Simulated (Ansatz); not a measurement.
CH6FGeN, SMILES `N[CH](F)[GeH3]`. Total charge 0; spin multiplicity 1. The structure was optimised at the PBE0-D4/def2-TZVP level. It is one conformer, not always the lowest.

```xyz
10

N     0.016   -1.483    0.306
C     0.350   -0.388   -0.505
F     1.745   -0.135   -0.547
Ge   -0.539    1.269    0.125
H     0.242   -1.344    1.281
H     0.409   -2.357   -0.018
H     0.069   -0.605   -1.539
H    -0.333    1.359    1.648
H     0.081    2.490   -0.565
H    -2.041    1.194   -0.188
```

(1) What is the dipole moment at ωB97M-V/def2-TZVPP? (Best estimate.)

(2) And with PBE, r2SCAN, B3LYP? (Best estimate.)

(3) Give the Mulliken charges with ωB97M-V, r2SCAN, PBE in def2-TZVPP. (Estimate.)

Results:

(1) The calculation gave: 1.18 D, with components (-0.70, -0.91, 0.29) D in this frame, pointing from negative to positive charge.

(2) The calculation gave: PBE 1.22 D, r2SCAN 1.23 D, B3LYP 1.21 D.

(3) Ansatz gave: 
```csv
atom,ωB97M-V,r2SCAN,PBE
N1,-0.26,-0.33,-0.30
C2,0.04,0.15,0.05
F3,-0.24,-0.25,-0.21
Ge4,0.05,0.11,0.09
H5,0.13,0.16,0.16
H6,0.12,0.15,0.15
H7,0.12,0.06,0.09
H8,0.01,-0.02,-0.02
H9,0.02,-0.01,0.00
H10,0.01,-0.01,-0.01
```

B3LYP here is the variant with VWN-RPA as its local correlation; programs differ in this.
